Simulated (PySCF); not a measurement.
An unknown is described by computed data only.

Formula: C5H10NP.

- 13C NMR: chemical shifts (computed TMS as zero) by class: 184.8 (2 C), 34.8 (1 C), 33.5 (1 C), 12.0 (1 C) ppm [GIAO PBE0/pcSseg-1]
- NMR, other nuclei: isotropic shieldings of nuclei other than C and H, by class: 242 (1 N), 437 (1 P) ppm [GIAO PBE0/pcSseg-1]
- Triplet: lowest triplet excitation (Tamm–Dancoff): 3.44 eV [TDA PBE0/def2-SVPD]
- Dipole: 2.65 D [PBE0/def2-SVPD]
- UV, first state: lowest singlet excitation: 3.83 eV (323 nm, f = 0.003) [TDDFT PBE0/def2-SVPD]
- Rotational structure: rotational constants A, B, C: 2.596, 2.043, 1.314 GHz [GFN2-xTB]
- 1H NMR: chemical shifts (computed TMS as zero) by class: 10.01 (2 H), 2.86 (3 H), 1.85 (2 H), 1.52 (3 H) ppm [GIAO PBE0/pcSseg-1]
- Polarisability: 90.7 au [PBE0/def2-SVPD]

The electronic properties come from PySCF, for the isolated species, density fitting. Levels stand in brackets. One conformer (not necessarily the lowest) at the GFN2-xTB geometry, without solvent, vibrations or thermal averaging. NMR values are class means; diastereotopic atoms form classes of their own.

**Question.** What is the compound? Reason from the data.

**Answer.** Numbering: `[CH3:1][CH2:2][P:3]1(=[N:4][CH3:5])[CH:6]=[CH:7]1`. 5 carbons fall into 4 classes; from least to most shielded: alkene CH carbon [C6/C7] (184.8 ppm, 2 C), chain sp3 carbon bound to phosphorus [C2] (34.8 ppm), N-methyl carbon [C5] (33.5 ppm), methyl carbon [C1] (12.0 ppm). Hydrogen classes from least to most shielded: 2 H on 2 alkene CH carbons, C6/C7 (10.01 ppm), 3 H on an N-methyl carbon, C5 (2.86 ppm), 2 H on an sp3 carbon bound to phosphorus, C2 (1.85 ppm, a mean of values up to 1.9 ppm apart in this geometry), 3 H on a methyl carbon, C1 (1.52 ppm, a mean of values up to 0.8 ppm apart in this geometry). The other shieldings belong to: 242 ppm, nitrogen bonded to C and P [N4]; 437 ppm, phosphorus bonded to 3 C and N [P3]. S1 is mainly HOMO→LUMO (weight 0.98); the largest Löwdin shares of the orbital it empties are 0.47 on the nitrogen bonded to C and P, 0.15 on the phosphorus bonded to 3 C and N, 0.09 on the N-methyl carbon and 0.09 on an alkene CH carbon, of the orbital it fills 0.38 on each of 2 atoms of one kind (alkene CH carbon) and 0.06 on each of 2 atoms of one kind (vinylic hydrogen). The optimised geometry has point group C1 and is an asymmetric top. Structure: `CCP1(=NC)C=C1`. Computed isomers that give other values at the same levels: `C#CCP(N)CC` (13C chemical shifts (computed TMS as zero) by class: 85.9 (1 C), 76.4 (1 C), 36.2 (1 C), 26.0 (1 C), 9.1 (1 C) ppm); `C=PN1CCCC1` (13C chemical shifts (computed TMS as zero) by class: 122.3 (1 C), 54.0 (2 C), 30.3 (2 C) ppm); `C=P1(N(C)C)C=C1` (13C chemical shifts (computed TMS as zero) by class: 182.1 (2 C), 39.6 (2 C), -0.1 (1 C) ppm). The assignments are read from this structure; whether some other isomer fits the data as well wasn't checked.

The values belong to the conformer `[CH3:1][CH2:2][P:3]1(=[N:4][CH3:5])[CH:6]=[CH:7]1`: C1–C2–P3–N4 -58°.
